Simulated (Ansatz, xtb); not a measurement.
# CH6GeO (SMILES C[O][GeH3]): the vertical energy of the triplet above the singlet, rung by rung

CH6GeO has 9 atoms, charge 0, and is taken as a singlet. As SMILES, `C[O][GeH3]`. The shape is that of a PBE0-D4/def2-TZVP optimisation.

```xyz
9

C    -0.4616    0.9395   -0.8796
O    -0.6573   -0.3836   -0.4473
Ge    0.4095   -1.0044    0.8343
H    -1.1944    1.1526   -1.6615
H     0.5409    1.0945   -1.3015
H    -0.6077    1.6668   -0.0692
H     1.8702   -0.9390    0.3451
H    -0.0541   -2.4440    1.0703
H     0.2429   -0.1286    2.0922
```

Quantity: the vertical energy of the triplet above the singlet, in eV. The values are calculated.

```tsv
level	kind	program	value (eV)	less CCSD(T)/cc-pVDZ
GFN1-xTB	semi-empirical	xtb	7.00	+0.35
HF/cc-pVDZ	Hartree–Fock	Ansatz	6.27	-0.38
SVWN5/cc-pVDZ	LDA	Ansatz	5.79	-0.86
revPBE/cc-pVDZ	GGA	Ansatz	5.91	-0.74
B3LYP/cc-pVDZ	global hybrid	Ansatz	6.22	-0.43
CAM-B3LYP/cc-pVDZ	range-separated hybrid	Ansatz	6.42	-0.23
RPA@PBE/cc-pVDZ	RPA	Ansatz	6.50	-0.15
MP2/cc-pVDZ	perturbation theory	Ansatz	7.06	+0.41
CCSD(T)/cc-pVDZ	coupled cluster or CI	Ansatz	6.65	0.00
```

Differences are taken from CCSD(T)/cc-pVDZ for orientation; it has basis-set and higher-order errors of its own. All-electron rows without a relativistic Hamiltonian named are non-relativistic. The values span 5.79 to 7.06 eV. GFN1-xTB: no spin polarisation, so open shells miss the exchange term that lowers them. A triplet this far above the singlet is often a Rydberg-like or dissociative state; sets without diffuse functions put Rydberg states too high. In the correlated wave-function rows the outer d shell of Ge is correlated, in sets not made for it.
